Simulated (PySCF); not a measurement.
## CsTe: energy against distance

Set-up: PySCF, scalar-relativistic core potentials, basis sets Cs def2-SVP with ECP46, Te def2-SVP with ECP28. Energies in eV from Cs + Te in their ground configurations at the same level. State: ²Π (doublet), unpaired electrons π ↑.

All columns are PBE0. A positive dipole means Cs(−)Te(+).

| R (Å) | E (eV) | μ (D) | Mulliken charge on Cs (basis-dependent) | HOMO (eV) | LUMO (eV) | Mayer bond order | ⟨S²⟩ |
| --- | --- | --- | --- | --- | --- | --- | --- |
| 3.019 | -1.752 | -9.27 | 0.54 | -4.40 | -2.59 | 0.84 | 0.75 |
| 3.159 | -2.045 | -9.92 | 0.56 | -4.35 | -2.44 | 0.81 | 0.75 |
| 3.299 | -2.201 | -10.55 | 0.57 | -4.21 | -2.30 | 0.78 | 0.75 |
| 3.405 | -2.254 | -11.01 | 0.58 | -4.12 | -2.20 | 0.77 | 0.75 |
| 3.510 | -2.267 | -11.46 | 0.59 | -4.03 | -2.11 | 0.75 | 0.75 |
| 3.615 | -2.249 | -11.91 | 0.60 | -3.94 | -2.03 | 0.73 | 0.75 |
| 3.756 | -2.193 | -12.49 | 0.61 | -3.84 | -1.92 | 0.72 | 0.75 |
| 3.931 | -2.089 | -13.21 | 0.61 | -3.72 | -1.80 | 0.70 | 0.75 |
| 4.142 | -1.936 | -14.04 | 0.62 | -3.59 | -1.69 | 0.69 | 0.76 |
| 4.423 | -1.717 | -15.08 | 0.62 | -3.45 | -1.83 | 0.68 | 0.76 |

A fit through these points gives, at Re = 3.497 Å, μ = -11.41 D and dμ/dR = -4.27 D/Å; the reduced mass is 65.69 u.

**Question.** How strong is the fundamental in the double-harmonic approximation, I = 42.26·(dμ/dR)²/μred km/mol?

**Answer.** I = 42.26·(-4.27)²/65.69 = 11.7 km/mol at PBE0.

These are scalar-relativistic numbers at best; spin–orbit coupling would shift them, the dissociation energy most. The state is the lowest determinant that a PBE0 search found; another state may lie lower at other levels.
